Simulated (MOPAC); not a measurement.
MOPAC input (AM1):

```
AM1 PRECISE GNORM=0.05 LET XYZ CHARGE=-1 GEO-OK AUX(PRECISION=9) THREADS=1
C5H11O

C    -2.67638851 1   -0.66815493 1   -0.33848528 1
C    -1.46826120 1    0.04972244 1    0.25989300 1
C    -0.19620114 1   -0.06175568 1   -0.56633806 1
C     1.04087390 1    0.47501431 1    0.22864020 1
C     2.29018034 1    0.35586680 1   -0.69314593 1
O     1.20106381 1   -0.12174615 1    1.40433802 1
H    -2.47371594 1   -1.73753657 1   -0.45408812 1
H    -3.56860072 1   -0.56624322 1    0.29036767 1
H    -2.92587197 1   -0.27788499 1   -1.33148924 1
H    -1.22426598 1   -0.34978886 1    1.24808990 1
H    -1.70953412 1    1.11101196 1    0.40397911 1
H    -0.31539770 1    0.46560103 1   -1.52680895 1
H    -0.00316860 1   -1.12111823 1   -0.78853870 1
H     0.84927038 1    1.60040647 1    0.29152175 1
H     3.15465602 1    0.77766502 1   -0.17304697 1
H     2.16973216 1    0.87226964 1   -1.65815333 1
H     2.49716548 1   -0.70457063 1   -0.87992087 1
```

From the output:

```
                                                       MOPAC v23.2.5 Linux

          FINAL HEAT OF FORMATION =        -65.69156 KCAL/MOL =    -274.85349 KJ/MOL

          COSMO AREA              =        141.89 SQUARE ANGSTROMS
          COSMO VOLUME            =        131.41 CUBIC ANGSTROMS

          GRADIENT NORM           =          0.04108          =       0.00996 PER ATOM
          IONIZATION POTENTIAL    =          2.481628 EV
          HOMO LUMO ENERGIES (EV) =         -2.482  7.734
          NO. OF FILLED LEVELS    =         19
          MOLECULAR WEIGHT        =         87.1413         POINT GROUP:  C1

          MOLECULAR DIMENSIONS (Angstroms)

            Atom       Atom       Distance
            H    15    H     8     6.83832
            O     6    H     9     3.13839
            H    11    H     7     2.81862

          SCF CALCULATIONS        =         58

   ATOM   CHEMICAL          X               Y               Z
  NUMBER   SYMBOL      (ANGSTROMS)     (ANGSTROMS)     (ANGSTROMS)

     1       C         -2.63786780  *  -0.64319879  *  -0.36210925  *
     2       C         -1.45749717  *   0.05535521  *   0.26341151  *
     3       C         -0.19214602  *  -0.11004905  *  -0.54150177  *
     4       C          1.02936306  *   0.46104598  *   0.25100571  *
     5       C          2.24255436  *   0.36786766  *  -0.70799564  *
     6       O          1.22723422  *  -0.12222975  *   1.41433246  *
     7       H         -2.44615235  *  -1.74057437  *  -0.44295254  *
     8       H         -3.56041112  *  -0.49329173  *   0.25010186  *
     9       H         -2.83271938  *  -0.24941567  *  -1.38933902  *
    10       H         -1.26379836  *  -0.35056308  *   1.29334404  *
    11       H         -1.68835136  *   1.14747577  *   0.37627233  *
    12       H         -0.29366887  *   0.40782347  *  -1.52868466  *
    13       H         -0.01021869  *  -1.19550019  *  -0.74088011  *
    14       H          0.80889399  *   1.58840124  *   0.33915384  *
    15       H          3.13529076  *   0.81611388  *  -0.21422909  *
    16       H          2.05132108  *   0.90841145  *  -1.66497365  *
    17       H          2.46582621  *  -0.69923331  *  -0.93799720  *

                             CARTESIAN COORDINATES

   1    C       -2.637867800    -0.643198792    -0.362109250
   2    C       -1.457497166     0.055355213     0.263411515
   3    C       -0.192146019    -0.110049050    -0.541501765
   4    C        1.029363059     0.461045978     0.251005713
   5    C        2.242554365     0.367867662    -0.707995638
   6    O        1.227234221    -0.122229749     1.414332465
   7    H       -2.446152349    -1.740574372    -0.442952539
   8    H       -3.560411124    -0.493291728     0.250101856
   9    H       -2.832719381    -0.249415672    -1.389339023
  10    H       -1.263798362    -0.350563079     1.293344040
  11    H       -1.688351359     1.147475769     0.376272327
  12    H       -0.293668869     0.407823472    -1.528684656
  13    H       -0.010218686    -1.195500191    -0.740880108
  14    H        0.808893993     1.588401244     0.339153840
  15    H        3.135290763     0.816113879    -0.214229090
  16    H        2.051321084     0.908411447    -1.664973646
  17    H        2.465826210    -0.699233308    -0.937997197

           Empirical Formula: C5 H11 O  =    17 atoms

      MOLECULAR POINT GROUP   :   C1

                  EIGENVALUES
 -32.17927 -29.10113 -24.63122 -22.65633 -17.71314 -15.19745 -11.72362 -10.75194
 -10.02218  -9.74620  -8.95480  -8.52092  -7.91722  -7.13537  -7.05388  -6.79582
  -6.45524  -2.65896  -2.48163   7.73373   7.75082   8.19697   8.62772   8.78747
   9.15286   9.37823   9.42575   9.57900   9.74180   9.79942   9.90214  10.27267
  10.88848  10.95374  14.20677

              NET ATOMIC CHARGES AND DIPOLE CONTRIBUTIONS

  ATOM NO.   TYPE          CHARGE      No. of ELECS.   s-Pop       p-Pop
    1          C          -0.201486        4.2015     1.22648     2.97501
    2          C          -0.147498        4.1475     1.21332     2.93418
    3          C          -0.217783        4.2178     1.24505     2.97274
    4          C           0.218069        3.7819     1.18437     2.59756
    5          C          -0.258914        4.2589     1.25072     3.00819
    6          O          -0.739234        6.7392     1.92871     4.81052
    7          H           0.055167        0.9448     0.94483
    8          H           0.034176        0.9658     0.96582
    9          H           0.043399        0.9566     0.95660
   10          H           0.107798        0.8922     0.89220
   11          H           0.052336        0.9477     0.94766
   12          H           0.016891        0.9831     0.98311
   13          H           0.047077        0.9529     0.95292
   14          H          -0.086861        1.0869     1.08686
   15          H           0.036261        0.9637     0.96374
   16          H           0.005898        0.9941     0.99410
   17          H           0.034705        0.9653     0.96529
 DIPOLE           X         Y         Z       TOTAL
 POINT-CHG.    -4.324    -0.191    -3.162     5.360
 HYBRID        -0.271     0.041    -0.903     0.943
 SUM           -4.595    -0.151    -4.064     6.136

          ATOMIC ORBITAL ELECTRON POPULATIONS

     Atom    s        px        py        pz
    1  C   1.22648   0.98850   1.00102   0.98550
    2  C   1.21332   0.93341   0.97671   1.02406
    3  C   1.24505   1.00723   0.99632   0.96919
    4  C   1.18437   0.82120   0.88743   0.88893
    5  C   1.25072   1.05613   0.96485   0.98721
    6  O   1.92871   1.84334   1.72411   1.24307
    7  H   0.94483
    8  H   0.96582
    9  H   0.95660
   10  H   0.89220
   11  H   0.94766
   12  H   0.98311
   13  H   0.95292
   14  H   1.08686
   15  H   0.96374
   16  H   0.99410
   17  H   0.96529

 **********************
 *                    *
 * JOB ENDED NORMALLY *
 *                    *
 **********************

 == MOPAC DONE ==
```

The dipole moment of an ion depends on the origin.

The geometry given is a B3LYP-D3(BJ)/def2-TZVP minimum.
